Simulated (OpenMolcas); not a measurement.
**O+: effect of the active space**

```json
{"Program": "OpenMolcas", "Method": "SS-CASPT2 or its RAS form, IPEA 0.25 Eh, imaginary shift 0.1 Eh", "Basis": "ANO-RCC-VTZP", "Scalar Hamiltonian": "DKH2, point nucleus", "Spin-orbit coupling": "state interaction with AMFI integrals over the reference wave functions, term energies averaged over their components"}
```

A. 3 electrons in 3 orbitals (2p); 2S+1 = 4 odd, 1 root; 2S+1 = 2 odd, 8 roots; closed shells correlated: 1s 2s; CASPT2 step roughly 0.9 core-seconds
B. 5 electrons in 4 orbitals (2s 2p); 2S+1 = 4 odd, 1 root; 2S+1 = 2 odd, 8 roots; 2S+1 = 4 even, 3 roots; 2S+1 = 2 even, 9 roots; closed shells correlated: 1s; CASPT2 step of the order of 2.2 core-seconds
C. 5 electrons in 8 orbitals (2s 2p 3s 3p); 2S+1 = 4 odd, 1 root; 2S+1 = 2 odd, 8 roots; 2S+1 = 4 even, 3 roots; 2S+1 = 2 even, 9 roots; closed shells correlated: 1s; CASPT2 step about 8 core-seconds
D. 5 electrons in 9 orbitals (RAS2 2s 2p; RAS3 3d, at most 2 electrons); 2S+1 = 4 odd, 1 root; 2S+1 = 2 odd, 8 roots; 2S+1 = 4 even, 3 roots; 2S+1 = 2 even, 9 roots; closed shells correlated: 1s; CASPT2 step of the order of 14 core-seconds

Energies in eV above 2s2 2p3 4S* 3/2, the measured ground level; measured values from NIST Handbook of Basic Atomic Spectroscopic Data.

```tsv
Level	A	B	C	D	Measured
2s2 2p3 4S* 3/2	0.0000	0.0000	0.0000	0.0000	0.0000
2s2 2p3 2D* 3/2	3.414	3.425	3.457	3.422	3.3266
2s2 2p3 2D* 5/2	3.415	3.426	3.458	3.422	3.3241
2s2 2p3 2P* 1/2	5.409	5.094	5.120	5.160	5.0176
2s2 2p3 2P* 3/2	5.410	5.093	5.121	5.159	5.0174
```

Deviations, from unrounded energies. A percentage is the sum of absolute deviations over the sum of measured energies, with the sign that they share, or ± where signs differ.

```tsv
Against measurement	Levels	A	B	C	D
mean absolute deviation (cm-1)	4	1900	710	950	960
other terms of the ground configuration (%)	4	+5.8	+2.1	+2.8	+2.9
```

B lies closest to measurement on these levels and A furthest from it. The largest miss of B in the table is 2s2 2p3 2D* 5/2, by +820 cm-1. The ranking rests on the paired levels alone, and a cruder setting can come out closer through cancelling errors.

Among A to D the level of the table that moves most is 2s2 2p3 2P* 3/2, by 2600 cm-1 (lowest in B, highest in A). Moves below CASPT2's spread within the term are not significant.

Term energies are means over components that CASPT2 splits; among the terms shown or strongly mixed into the levels shown the widest spread is 150 cm-1 (2s2 2p3 2D*, A). With the s shell closed, the reference lacks s² → p² mixing (holds for A). The run also gave levels led by 2s2 2p2 3s, which use shells meant for correlation; these and all levels above them are left out (holds for C). Active for correlation alone: 3d; no level in the range computed is led by a configuration that fills it, so any true level of that kind is missing (holds for D). Computed and measured levels are paired by configuration, term and J; levels that our copy of the source lacks, or whose pairing is in doubt (as where it misses far off the trend of its configuration), stay unpaired and out of the deviations. Levels of configurations outside the active space are missing. The table leaves out levels that lie high or whose names do not pair safely across all columns.

* marks odd parity.
